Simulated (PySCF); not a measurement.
Solvent effects on NMR parameters

Bonds (- single, = double, # triple, : aromatic): O1=C2, C2-O3, O3-C4, C4-C5, C5-C6, C6-C7, C7-C8, C8-C9, C7-C10, C10-C4, C9-C7. C2 carries H11; C4 carries H12; C5 carries H13, H14; C6 carries H15, H16; C8 carries H17, H18; C9 carries H19, H20; C10 carries H21, H22. Stereochemistry as in O=CO[C@@H]1CCC2(CC2)C1. H13, H15, H21 are cis to O3 on the ring; H17, H20 are pro-R; H18, H19 are pro-S; H14, H16, H22 are trans to O3 on the ring.

GIAO PBE0/pcSseg-1 in PySCF 2.14 on one PBE0-D3(BJ)/def2-SVP conformer, non-relativistic, equivalent nuclei averaged. Solvents enter as an IEF-PCM continuum (benzene with ε = 2.3, acetone with ε = 20.5) around the gas-phase geometry. Shifts are referred to TMS computed in the same medium.

In benzene, δ in ppm: C2 166.7, C4 76.9, C10 43.6, C6 36.3, C5 34.8, C8 21.3, C7 19.2, C9 14.7, H11 7.88, H12 4.87, H22 2.42, H13 1.99, H14 1.89, H16 1.85. Dipole moment 2.26 D.

Q: How does each δ change in the more polar medium?

A: 
```
atoms                           environment  Δδ, acetone
   C2                 ester carbonyl carbon         +2.4
   C4                    sp3 CH bonded to O         +0.6
  C10                     sp3 CH2 in a ring         +0.4
   C6                     sp3 CH2 in a ring         +0.2
   C5                     sp3 CH2 in a ring         +0.3
   C8            three-membered-ring carbon         -0.2
   C7            three-membered-ring carbon         +0.6
   C9            three-membered-ring carbon         -0.1
  H11  hydrogen on an ester carbonyl carbon        +0.08
  H12     hydrogen on an sp3 CH bonded to O        +0.02
  H22      hydrogen on an sp3 CH2 in a ring        -0.08
  H13      hydrogen on an sp3 CH2 in a ring        -0.01
  H14      hydrogen on an sp3 CH2 in a ring        +0.05
  H16      hydrogen on an sp3 CH2 in a ring        +0.03
```

Changes are relative to benzene. The dipole moment becomes 2.51 D in acetone.

Q: Which nuclei move most (in ppm), and what does the model miss?

A: C2 (ester carbonyl carbon, +2.4 ppm) in acetone. A continuum only polarises the solute; specific hydrogen bonds, the anisotropy of aromatic solvents and changes of geometry or conformer are outside it.
